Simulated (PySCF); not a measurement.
A structure optimised at TPSSh-D3(BJ)/def2-SVP, used in a PySCF frequency run:

```xyz
5

Ge     0.3676     0.9018     0.0000
F     -1.1503     1.7549     0.0000
Br    -0.1023    -1.3479     0.0000
H      1.0848     1.2617     1.3033
H      1.0848     1.2617    -1.3033
```
Charge 0, spin multiplicity 1.

Write its SMILES, formula and point group.

[F][GeH2][Br], BrFGeH₂, Cs

What are its rotational constants (standard atomic weights)?

12.155, 1.8777, 1.6631 GHz
